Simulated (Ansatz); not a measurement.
# What a proton shuttle does

SnH₄ + NH₃ → SnNH₅ ([NH2][SnH3]) + H₂ (links in brackets), a four-centre ligand exchange, has a barrier of 46.14 kcal/mol above its start structure and a step energy of 8.94 kcal/mol. One H₂O is now added to the ring of the saddle, taking the hydrogen and handing on one of its own. Gas-phase electronic energies, without zero-point energy, by CCSD(T) at an estimated basis limit (MP2 extrapolated from triple and quadruple zeta, plus CCSD(T) − MP2 in triple zeta); Ansatz 0.2.0, def2-TZVPP and QZVPP, frozen cores, core potentials past krypton, on PBE0-D4/def2-TZVP structures. Extrapolation: Hartree–Fock as exp(−7.88 √X), correlation as X^−2.97. Each barrier counts from its own start structure, which holds all the molecules, is reached by relaxing down from the saddle and may not be the deepest complex; no counterpoise correction.

Problem. What are the barrier and the step energy with the shuttle? (An estimate is asked for; the value comes from the calculation.)

Solution. By the calculation: Barrier 42.33 kcal/mol, 3.80 kcal/mol lower than without; step energy 6.20 kcal/mol, both from the start structure. Counted from all the molecules apart, the saddle lies at 34.66 kcal/mol with the shuttle and at 43.03 kcal/mol without; the start well goes from -3.10 to -7.67 kcal/mol. At the saddle the angle at each passing proton is N–H···H 146° without the shuttle, against N–H···O 163° and O–H···H 167° with it. Bringing in the extra molecule costs entropy, which these electronic energies leave out.

The T1 diagnostic stays at or below 0.014. The filled d shells of Sn are correlated in sets not built for that, so values that involve them are less sure.

For scale, one of the runs: CCSD(T)/def2-TZVPP, 238 basis functions, launched by `ansatz run in.yaml --threads 4 --pin off --events-out ev --progress --plain --max-ram 9574MiB`. Time: 2.2 min of wall clock on 4 CPU threads of an Arm Neoverse V2; the host was shared. Peak host memory: 5 GiB.
